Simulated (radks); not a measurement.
Pt58+, configuration [Ar] 3d2 (the NIST ground configuration).

Calculated with a radial shooting solver on a logarithmic mesh with Libxc functionals: scalar-relativistic Kohn-Sham, BLYP, spin-polarised, spherical densities, finite nucleus; open shells are filled with parallel spins first (spin-orbit coupling, left out, can overturn this in heavy ions); Fermi nuclear charge, rms radius 5.427 fm.

Energy parts (hartree):
part                       energy
total                 -15004.4267
kinetic                17067.6511
electron-nucleus      -33684.3997
Hartree                 1814.9054
exchange-correlation    -202.5834

Orbitals (lengths in bohr, moments of r in powers of bohr; r(max) is where P^2 peaks; r(90%) holds 90 % of the orbital's charge):
orbital  occ.  eigenvalue (hartree)   r(max)  r(90%)
1s up       1             -3035.601  0.01062  0.0313
1s down     1             -3035.595  0.01062  0.0313
2s up       1             -656.9796  0.06105   0.111
2s down     1             -656.5383  0.06103   0.111
2p up       3             -590.3048  0.05039   0.105
2p down     3             -589.9504  0.05037   0.105
3s up       1             -251.8253   0.1666   0.257
3s down     1             -251.3171   0.1667   0.258
3p up       3             -232.2265   0.1642   0.260
3p down     3             -231.7119   0.1643   0.260
3d up       2             -214.4981   0.1312   0.237
3d down     0             -213.8421   0.1314   0.238

The highest occupied level is 3d up at -5836.8 eV. The electron density at the nucleus is 2.112e+06 e/bohr^3 (large components only). Summed over all electrons, <r^2> = 0.3840 bohr^2, which gives a Langevin (diamagnetic) susceptibility term of -0.304 x 10^-6 cm^3/mol. Spin moment in Bohr magnetons: 2. The density falls to 0.001 e/bohr^3 at r = 0.56 bohr. For comparison, the ionisation energy in NIST's Atomic Spectra Database is 5959 eV (theoretical). In exact Kohn-Sham theory the highest level is minus the ionisation energy, but local and semilocal functionals leave it too shallow, through self-interaction and a potential that decays too fast; potentials with the right tail come closer. The spin density at the nucleus is -49.9 e/bohr^3 (1s -7.9, 2s -150.2, 3s 108.2).
